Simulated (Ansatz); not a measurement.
Stepwise reaction of `F[Si](F)(F)[SiH3]` with hydrogen, as a gas-phase model of exchange steps in deposition or etching. ΔE in kJ/mol; ΔG adds harmonic PBE0-D4 terms to CCSD(T)/CBS, at 1 bar.

Program: Ansatz. Geometries: PBE0-D4/def2-TZVP. ΔE: electronic, gas phase. CCSD(T)/CBS is the MP2 limit (def2-TZVPP, def2-QZVPP) plus CCSD(T) − MP2 in def2-TZVPP, frozen cores. This one scheme is used for every species. DFT in def2-TZVPP. B3LYP here is the variant with VWN-RPA as its local correlation; programs differ in this.

| step | reaction | PBE-D4 | B3LYP-D4 | ωB97M-V | CCSD(T)/CBS | ΔG(400 K) |
| --- | --- | --- | --- | --- | --- | --- |
| 1 | `F[Si](F)(F)[SiH3]` + H₂ → `F[SiH](F)[SiH3]` + H–F | 135.6 | 143.6 | 144.9 | 141.2 | 137.6 |
| 2 | `F[SiH](F)[SiH3]` + H₂ → `F[SiH2][SiH3]` + H–F | 122.3 | 130.5 | 130.5 | 126.7 | 127.1 |
| 3 | `F[SiH2][SiH3]` + H₂ → `[SiH3][SiH3]` + H–F | 91.1 | 101.0 | 99.7 | 96.7 | 103.0 |

Problem. By hand: ΔE of the 3 steps together at CCSD(T)/CBS.

Solution. (141.2) + (126.7) + (96.7) = 364.6 kJ/mol, or 121.5 kJ/mol a step.

In ΔE each step is lower than the one before. All are uphill at CCSD(T)/CBS. ΔG lies between 103.0 and 137.6 kJ/mol a step. PBE-D4 differs from CCSD(T)/CBS by -5.6 to -4.4 kJ/mol a step. Isolated molecules leave out the surface, adducts and barriers. Largest T1 diagnostic: 0.013.
